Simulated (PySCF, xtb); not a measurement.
C2H10BN, SMILES [BH3]<-N(C)C (connectivity only; charge and spin as stated), neutral, multiplicity 1. Atoms are numbered in the order given.

```xyz
14

B      1.5799     0.1163     0.0000
H      2.0563    -0.3619    -1.0214
H      1.5670     1.3416     0.0000
H      2.0563    -0.3619     1.0214
C     -0.7016     0.1001    -1.2236
N     -0.0004    -0.3375     0.0000
C     -0.7016     0.1001     1.2236
H     -1.7494    -0.2412    -1.2278
H     -0.6699     1.1970    -1.2655
H     -0.1705    -0.2952    -2.0977
H      0.0233    -1.3601     0.0000
H     -1.7494    -0.2412     1.2278
H     -0.6699     1.1970     1.2655
H     -0.1705    -0.2952     2.0977
```
Charge 0, spin multiplicity 1.

The structure is a stationary point at B3LYP-D3(BJ)/def2-SVP. The isomer is the one that the SMILES or the coordinates give; other isomers of the formula were not compared. Other conformers were not sampled.

These are IEF-PCM-M06-2X/def2-SVP run with PySCF values and carry that method's errors.

The values are the electrostatic part of the solvation free energy, E(continuum) − E(gas) at the gas-phase geometry, in a cavity of scaled van der Waals radii (PySCF's table); cavitation and dispersion terms are not included. In vacuum the orbital gap is 10.56 eV. The dipole moment in vacuum is 5.42 D.

Question: Estimate the values in water (ε = 78.36), methanol (ε = 32.61), acetonitrile (ε = 35.69). (Estimate from the structure and the level; the computed values follow.)

Answer: 
```csv
solvent,ε,ΔG(elec) (kcal/mol),dipole (D),gap (eV)
water,78.36,-10.3,6.66,11.76
methanol,32.61,-10.0,6.62,11.72
acetonitrile,35.69,-10.0,6.63,11.73
```

For comparison, GFN2-xTB/ALPB(water) (xtb, at the GFN2-xTB geometry, all terms of that model) gives -10.1 kcal/mol.
